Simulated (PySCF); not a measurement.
## Electron correlation in Be (beryllium, neutral)

[He] 2s1 2p1, high-spin 3P determinant (an excited configuration). Calculation: PySCF 2.14, in aug-cc-pCVTZ-DK with one added diffuse shell each of s, p, d, f type (8s7p5d3f, 75 functions); the spin-free X2C one-electron Hamiltonian (Gaussian nucleus). Frozen: nothing; 4 electrons correlated.

```
  level  correlation energy (mhartree)
   CCSD                         -48.55
    (T)                          -0.06
CCSD(T)                         -48.61
```

Diagnostics: T1 = 0.0036, D1 = 0.0090, largest double amplitude 0.029.

Is a single reference adequate?

Yes: T1 lies below 0.03 and no double amplitude reaches 0.07.
